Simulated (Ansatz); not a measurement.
`[NH2][AlH][CH2]Cl` and `[NH2][AlH][CH]([SiH3])Cl` differ in one atom or group.

Ansatz, PBE0-D4/def2-TZVP geometries, multiplicity 1. Each molecule was computed in one conformer, which needn't be the lowest.

```
                                          property  `[NH2][AlH][CH2]Cl`
                 LUMO energy (PBE/def2-TZVPP) / eV                -1.20
             HOMO–LUMO gap (B3LYP/def2-TZVPP) / eV                 6.55
                HOMO energy (PBE0/def2-TZVPP) / eV                -7.37
size of the dipole moment (ωB97M-V/def2-TZVPP) / D                 1.93
                LUMO energy (PBE0/def2-TZVPP) / eV                -0.33
               HOMO–LUMO gap (PBE/def2-TZVPP) / eV                 4.80
```

Q: What does the change do to each property? (Estimate.)

A: Computed: 
| property | `[NH2][AlH][CH]([SiH3])Cl` | shift |
| --- | --- | --- |
| LUMO energy (PBE/def2-TZVPP) / eV | -1.49 | -0.29 |
| HOMO–LUMO gap (B3LYP/def2-TZVPP) / eV | 6.33 | -0.22 |
| HOMO energy (PBE0/def2-TZVPP) / eV | -7.47 | -0.10 |
| size of the dipole moment (ωB97M-V/def2-TZVPP) / D | 1.19 | -0.74 |
| LUMO energy (PBE0/def2-TZVPP) / eV | -0.72 | -0.39 |
| HOMO–LUMO gap (PBE/def2-TZVPP) / eV | 4.72 | -0.08 |

With PBE0 the HOMO falls by 0.10 eV and the LUMO falls by 0.39 eV, so the gap narrows by about 0.29 eV. PBE moves the HOMO by -0.21 eV and ωB97M-V by 0.04 eV. Dipoles are sizes alone; their direction can turn.

B3LYP here is the variant with VWN-RPA as its local correlation; programs differ in this.
